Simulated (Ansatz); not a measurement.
Geometry optimisation, RKS BLYP/def2-SVP (Ansatz 0.2.0).

The input (input.yaml):

```yaml
crystal:
  periodic: [false, false, false]
  atoms:
    - { symbol: O, position_ang: [-0.1865, -0.1414, 2.9993] }
    - { symbol: C, position_ang: [-0.004, 0.1537, 1.8171] }
    - { symbol: Sb, position_ang: [1.1473, 1.8808, 1.3268] }
    - { symbol: Ge, position_ang: [-0.6236, -0.9886, 0.4412] }
    - { symbol: Si, position_ang: [-0.1267, -0.3353, -1.7159] }
    - { symbol: H, position_ang: [0.0505, 2.4001, 0.089] }
    - { symbol: H, position_ang: [2.1956, 0.9679, 0.2124] }
    - { symbol: H, position_ang: [-0.1147, -2.4149, 0.6684] }
    - { symbol: H, position_ang: [-2.239, -1.0155, 0.6006] }
    - { symbol: H, position_ang: [-0.73525, -1.33187, -2.60371] }
    - { symbol: H, position_ang: [-0.66188, 0.98578, -1.95294] }
    - { symbol: H, position_ang: [1.33395, -0.35219, -1.89935] }
basis:
  gaussian: { orbitals: def2-SVP }
hamiltonian:
  xc: blyp
relax:
  f_tol: 0.015
  max_steps: 40
```

Launched with:

```bash
$ ansatz run input.yaml --threads 2 --pin off --max-ram 3072MiB --backend cpu --events-out ev --progress --plain --runs-dir out
```

Task: Where does it end, and by what steps?

Result: The run converged. After 8 steps the energy has fallen by 0.713 eV; Sb3 moved furthest, 0.34 Å.

```csv
step,energy less start (eV),largest force component (eV/Å),accepted
0,0.0000,2.690,yes
1,-0.5340,2.411,yes
2,-0.6530,1.284,yes
3,-0.6916,0.814,yes
4,-0.6686,1.752,no
5,-0.7110,0.086,yes
6,-0.7120,0.038,yes
7,-0.7129,0.018,yes
8,-0.7131,0.015,yes
```

```xyz
12
Properties=species:S:1:pos:R:3
O -0.175 -0.205 3.071
C 0.039 0.143 1.940
Sb 1.285 2.118 1.529
Ge -0.716 -1.057 0.403
Si -0.179 -0.442 -1.878
H 0.193 2.535 0.232
H 2.267 1.232 0.388
H -0.203 -2.491 0.746
H -2.259 -1.058 0.638
H -0.798 -1.443 -2.813
H -0.724 0.919 -2.193
H 1.307 -0.441 -2.082
```

Whether the end is a true minimum wasn't checked by a vibrational analysis.

Time of the run: 70 s on 2 threads of Arm Neoverse N1, on a shared host, peak memory 0.2 GiB.
